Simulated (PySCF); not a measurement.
CrF₅⁺, singlet: structure and spectrum

These are results of PySCF, PBE0, basis Cr def2-SVP, F def2-SVP (no relativity, density fitting), not measurements.

The structure is a minimum.

```xyz
6
charge 1 multiplicity 1, angstrom
Cr    0.0000    0.0000    0.0000
F     0.0000    0.0000    1.6673
F     0.0000    0.0000   -1.6673
F     1.6304    0.0000    0.0000
F    -0.8152    1.4120    0.0000
F    -0.8152   -1.4120    0.0000
```

```
Point group                                                                   : D3h
Bond lengths                                                                  : Cr–F 1.630 Å (×3), Cr–F 1.667 Å (×2)
Bond angles                                                                   : F–Cr–F 90.0° (×6), F–Cr–F 120.0° (×3), F–Cr–F 180.0°
Highest occupied level                                                        : -20.00 eV
Rotational constants                                                          : 0.1113, 0.09294, 0.09294 cm⁻¹
Enthalpy at 298.15 K above 0 K                                                : 19.80 kJ/mol
Heat capacity Cp at 298.15 K                                                  : 95.6 J/(mol K)
Dipole moment about the centre of mass                                        : 0.00 D
Lowest empty level                                                            : -15.08 eV
Principal quadrupole moments (Buckingham, traceless) about the centre of mass : -1.76, 0.88, 0.88 D Å
Principal polarisabilities                                                    : 30.2, 30.2, 38.4 bohr³
Rotational symmetry number                                                    : 6
Entropy at 298.15 K and 1 bar                                                 : 331.8 J/(mol K)
Zero-point energy                                                             : 35.9 kJ/mol
```

Harmonic modes (masses in u: Cr 51.941, F 18.998):
```tsv
symmetry	ω (cm⁻¹)	IR (km/mol, summed over degenerate members)	type
e'	73	10.0	bend
e'	289	41.6	bend
a2''	386	19.2	bend
e''	401	0.0	bend
a1'	667	0.0	stretch
a1'	800	0.0	stretch
a2''	834	195	stretch
e'	897	269	stretch
```

In D3h the vibrations span 3e' + 2a2'' + e'' + 2a1'. The a1', e'' modes carry no infrared intensity, as symmetry demands.

Charges (e):
```
  atom  Mulliken  Löwdin  polar tensor  Mayer order to Cr1
   Cr1      1.55    0.47          2.66                   –
  F2,3     -0.13    0.08         -0.37                1.12
F4,5,6     -0.10    0.12         -0.31                1.12
```

Mulliken populations on Cr1: s 6.09, p 12.38, d 3.95, f 0.03.

Formally Cr is in oxidation state +6, d0. The polar-tensor charge on Cr, 2.66, is far below the formal one.

Stability towards spin polarisation was not tested. Only a few start shapes were tried, so a lower isomer may exist.

The final relaxation and frequency run took 69 s on 2 threads of a shared Arm Neoverse N1 host, with 101 basis functions and 10 gradients; the process peaked at 1.5 GiB.
